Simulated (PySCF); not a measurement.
Species: C3H4O4.
Numbering: `[O:1]=[CH:2][O:3][CH2:4][O:5][CH:6]=[O:7]` (hydrogens: H8 on C2; H9, H10 on C4; H11 on C6)

Geometry (PBE0-D3(BJ)/def2-SVP, Å), atoms numbered from 1 in this order:
```xyz
11
C3H4O4 angstrom
O      2.0428    0.0774    1.7745
C      1.9648    0.4985    0.6614
O      1.0331    0.1525   -0.2436
C      0.0436   -0.7536    0.1760
O     -1.0088   -0.0627    0.8028
C     -2.0022    0.3861    0.0158
O     -2.0873    0.2189   -1.1621
H      2.6562    1.2316    0.1986
H     -0.3129   -1.2564   -0.7303
H      0.4480   -1.4436    0.9259
H     -2.7382    0.9258    0.6456
```

Computed, not measured: core-valence-separated Tamm–Dancoff BHandHLYP/aug-pcX-1 (pcseg-1 on H) in PySCF, non-relativistic, gas phase, PBE0-D3(BJ)/def2-SVP geometry. BHandHLYP without relativity tends to put these K edges a few eV too low, so spacings mean more than positions.

The lowest roots of each edge with f over 0.003 (five at most, numbered afresh; weaker and dark ones are left out), with transition dipoles (au) in the frame of the coordinates:

```tsv
root	edge	E (eV)	f	μx	μy	μz
1	C	284.92	0.0698	-0.0798	0.0457	0.0394
2	C	284.93	0.1026	0.0301	0.1174	-0.0040
3	C	288.50	0.0495	-0.0794	-0.0065	0.0255
4	C	288.81	0.0331	-0.0028	0.0678	0.0082
5	C	289.69	0.0365	0.0253	-0.0044	0.0670
6	O	529.36	0.0468	0.0347	-0.0451	-0.0194
7	O	529.37	0.0473	0.0292	0.0521	-0.0090
8	O	533.04	0.0187	-0.0194	-0.0319	0.0062
9	O	533.04	0.0217	0.0192	-0.0341	-0.0115
10	O	535.00	0.0232	-0.0294	0.0196	0.0228
```

Task: Molecules are fixed in this frame and the field points along z. What effective strengths 3 f cos²θ do the roots have (θ between field and μ)?

Result: root 1 (C2/C6): 0.032, root 2 (C2/C6): 0.000, root 3 (C4): 0.014, root 4 (C4): 0.001, root 5 (C4): 0.096, root 6 (O1/O7): 0.015, root 7 (O1/O7): 0.003, root 8 (O3/O5): 0.002, root 9 (O3/O5): 0.005, root 10 (O3/O5): 0.020. Root 5 is the strongest. Averaged over all orientations cos²θ is 1/3, which gives f back. For degenerate partners only the sum has meaning, as the program may mix them freely.

Hardware: one thread of an INTEL XEON PLATINUM 8581C at 2.10 GHz, shared host with 80 logical CPUs at a one-minute load of 24. Cost: 24 s, 1.0 GiB resident at most.

One conformer stands for the species.
